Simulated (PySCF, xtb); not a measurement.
1,1-difluoro-1-methoxyethane (C3H6F2O), SMILES COC(C)(F)F. Other conformers were not sampled.

Harmonic wavenumbers (cm⁻¹) from GFN2-xTB run with xtb at its own minimum, in rising order: 83, 155, 200, 257, 350, 360, 460, 541, 542, 786, 889, 939, 1069, 1090, 1128, 1130, 1172, 1220, 1375, 1398, 1448, 1455, 1466, 1472, 2951, 2969, 3042, 3054, 3057, 3062.

Problem. What does PBE-D3(BJ)/def2-SVP (PySCF 2.14.0) give at its own minimum? (An estimate is asked for; the answer gives what the named calculation found.)

Solution. 84, 170, 235, 271, 363, 370, 497, 567, 571, 778, 902, 927, 1096, 1134, 1140, 1160, 1225, 1240, 1355, 1398, 1406, 1411, 1427, 1436, 2941, 3004, 3026, 3089, 3106, 3111. Paired by order, the mean absolute difference is 26 cm⁻¹ and the zero-point energies are 55.9 and 56.4 kcal/mol.
